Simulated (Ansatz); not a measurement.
Results of the Gaussian-basis code of Ansatz.

Basis-set series for `[F][Al-]([F])([F])[SH2+]`. Charge 0, multiplicity 1. The structure was optimised at the PBE0-D4/def2-TZVP level. It is one conformer, not always the lowest.

```
atom   x (Å)   y (Å)   z (Å)
  F1  -1.317  -0.058  -1.287
 Al2  -0.915   0.347   0.263
  F3  -1.441  -0.653   1.463
  F4  -0.711   1.948   0.594
  S5   1.449  -0.326   0.240
  H6   1.719   0.262  -0.940
  H7   1.217  -1.521  -0.333
```

| functional | basis | functions | energy (Eh) | HOMO (eV) | LUMO (eV) |
| --- | --- | --- | --- | --- | --- |
| PBE0-D4 | def2-SVP | 88 | -940.61823 | -9.93 | -0.66 |
| PBE0-D4 | def2-TZVPP | 205 | -941.23158 | -10.03 | -1.07 |
| ωB97M-V | def2-SVP | 88 | -941.04281 | -12.15 | 1.40 |
| ωB97M-V | def2-TZVPP | 205 | -941.66177 | -12.25 | 1.02 |

Give the rows for def2-QZVPP. (Estimate.)

The calculation gave: 
```tsv
functional	basis	functions	energy (Eh)	HOMO (eV)	LUMO (eV)
PBE0-D4	def2-QZVPP	371	-941.27008	-10.06	-1.14
ωB97M-V	def2-QZVPP	371	-941.69793	-12.29	0.55
```

Positive LUMOs are unbound and depend on the basis.
